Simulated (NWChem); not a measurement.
# C4H3F; SMILES C#CC(=C)F

Results from NWChem. Pople sets run with spherical d functions. Geometry: optimised at PBE-D3(BJ)/def2-SVP. Level: B3LYP/6-31G* with COSMO at NWChem's default radii, gas-phase geometry; rows give the dielectric constant.

| dielectric constant | electrostatic solvation energy (kcal/mol) | dipole in solution (D) |
|---|---|---|
| 1.5 | -1.0 | 1.54 |
| 2.4 | -1.7 | 1.62 |
| 3.9 | -2.3 | 1.68 |
| 37.5 | -3.1 | 1.77 |
| 46.7 | -3.1 | 1.77 |
